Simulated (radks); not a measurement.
Values are calculated unless marked as measured or tabulated.
Spherical quantum dot in the effective-mass picture: electrons in a parabolic well V = omega^2 r^2 / 2 with omega = 0.0979, all in effective atomic units (hartree* = m*/eps^2 hartree, bohr* = eps/m* bohr), one dielectric constant everywhere. Level of theory: non-relativistic Kohn-Sham, LDA (Slater exchange, Perdew-Wang correlation), spin-polarised, spherical densities (a radial shooting solver with Libxc functionals). Levels are named by radial order and angular momentum (1s, 1p, 1d, 2s, ...), and open shells are averaged over m.

N = 3, configuration 1s2 1p(up 1, down 0). This is the lowest configuration that the search found (a dilute case). Occupied and some empty levels:

level    occupation  eigenvalue (hartree*)  <r> (bohr*)
1s up             1                0.55504        4.758
1s down           1                0.56652        4.734
1p up             1                0.61226        5.754
1p down           0                0.62426        5.790
1d up             0                0.68134        6.541
1d down           0                0.69247        6.602
2s up             0                0.70669        5.800
2s down           0                0.71394        5.843
1f up             0                0.75807        7.228
1f down           0                0.76776        7.300

Energy (hartree*): total 1.04504, kinetic 0.17890, external 0.41930, Hartree 0.79275, exchange-correlation -0.34591.
